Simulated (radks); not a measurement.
Ionisation of the manganese ion Mn+, [Ar] 3d5 4s1, to [Ar] 3d5 as the strength of local exchange is varied. Calculated with a radial shooting solver on a logarithmic mesh with Libxc functionals: non-relativistic Kohn-Sham, Slater X-alpha exchange (alpha = 2/3 is LDA exchange), no correlation, spin-polarised, spherical densities, point nucleus; open shells are filled with parallel spins first.

alpha  E(Mn+) (hartree)  exchange (hartree)  IE (eV)  -e of the level emptied (eV)  <r> of it (bohr)
0.604       -1141.91358           -42.79857   15.238                   11.607 (4s)             2.820
0.635       -1144.11233           -45.08258   15.487                   11.862 (4s)             2.800
0.667       -1146.38648           -47.44908   15.747                   12.128 (4s)             2.779
0.733       -1151.09123           -52.35821   16.285                   12.685 (4s)             2.736
0.796       -1155.60008           -57.07953   16.805                   13.226 (4s)             2.697
1.036       -1172.93643           -75.37929   18.833                   15.373 (4s)             2.559

NIST Atomic Spectra Database: 15.640 eV (measured). The Delta-SCF value meets it near alpha = 0.65. Open shells are spherical and high-spin; term and fine-structure splittings are not resolved.
